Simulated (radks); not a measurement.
Values are calculated unless marked as measured or tabulated.
Q: The tellurium anion Te2-, configuration [Xe]. Level of theory: scalar-relativistic Kohn-Sham, LDA (Slater exchange, Perdew-Wang correlation), spin-unpolarised, spherical densities, finite nucleus; Fermi nuclear charge, rms radius 4.7423 fm; Watson sphere of charge +2 and radius 5.7 bohr (a radial shooting solver on a logarithmic mesh with Libxc functionals). Some entries of the table are withheld. Estimate them.

| orbital | occ. | eigenvalue (hartree) | r(max) (bohr) | <r> (bohr) |
|---|---|---|---|---|
| 1s | 2 | -1160.799 | 0.01796 | 0.02784 |
| 2s | 2 | -177.9193 | 0.1015 | (1) |
| 2p | 6 | -159.8029 | 0.08124 | (2) |
| 3s | 2 | -35.26687 | (3) | 0.3227 |
| 3p | 6 | -29.37607 | 0.2865 | (4) |
| 3d | 10 | -20.43981 | 0.2376 | 0.2970 |
| 4s | 2 | -5.87544 | 0.7006 | 0.7647 |
| 4p | 6 | -4.04582 | 0.7375 | 0.8213 |
| 4d | 10 | (5) | 0.8108 | 0.9738 |
| 5s | 2 | -0.43103 | 1.797 | 2.146 |
| 5p | 6 | -0.12418 | 2.261 | 3.250 |

A: 
(1) 2s <r> (bohr): 0.1200
(2) 2p <r> (bohr): 0.1048
(3) 3s r(max) (bohr): 0.2930
(4) 3p <r> (bohr): 0.3206
(5) 4d eigenvalue (hartree): -1.38185
